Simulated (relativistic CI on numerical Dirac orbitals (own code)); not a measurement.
# Hyperfine structure of Rh XXVII, mass number 103

Method of calculation: Dirac-Coulomb-Breit CI, orbitals from a KLI potential per configuration, model QED (radiative potential, 1s self-energy scaled to tabulated hydrogen-like ionisation energies), unscaled Slater integrals (own radial code, finite nucleus).

Configurations in the expansion (outside the closed core [Ne]): 3s²3p⁶3d, 3s²3p⁵3d², 3s3p⁶3d², 3s²3p⁶4s, 3s²3p⁶4p, 3s²3p⁶4d, 3s²3p⁶4f, 3s²3p⁵3d4s, 3s²3p⁵3d4p, 3p⁶3d³, 3p⁵3d⁴. Double excitations out of closed p, d and f shells are left out; levels of such configurations are missing from the list, as are those of other unlisted configurations, and high levels can miss mixing partners. These lack a partner that the ground configuration has and come out too high: 3s²3p⁵3d4s, 3s²3p⁵3d4p.

Nuclear spin I = 1/2, μ = -0.08829 μN (tables of Stone and Pyykkö). The electronic factors are computed for point nuclear moments, without core polarisation or the Bohr-Weisskopf and QED corrections.

| Level | E (cm⁻¹) | A (MHz) |
| --- | --- | --- |
| 3s²3p⁶3d ²D3/2 | 0 | -2947 |
| 3s²3p⁶3d ²D5/2 | 53366 | -1242 |
| 3s²3p⁵3d² ⁴D°1/2 | 1007597 | -1078 |
| 3s²3p⁵3d² ⁴D°3/2 | 1017672 | -2711 |
| 3s²3p⁵3d² ⁴D°5/2 | 1042361 | -2641 |
| 3s²3p⁵3d² ⁴D°7/2 | 1085415 | -2452 |
| 3s²3p⁵3d² ⁴G°9/2 | 1089904 | -3051 |
| 3s²3p⁵3d² ⁴G°11/2 | 1108209 | -2647 |

Levels with J = 0, under 50 % of one LS term, or S terms without an open s electron are left out. Small factors come from cancelling terms and can be off by tens of per cent or more.

At this charge energies of transitions that change n are usually good to better than 1 %, and those within a shell (Δn = 0) to a few per cent.

(1) Give the hyperfine levels of 3s²3p⁶3d ²D3/2 relative to its centre of gravity.

Results:

(1) With K = F(F + 1) − I(I + 1) − J(J + 1), E = AK/2: F = 1: 3684, F = 2: -2211 MHz.

LS names give the leading component of a level, which can be under half, so a name can repeat, a term be missing and a line seem to break the LS rules.
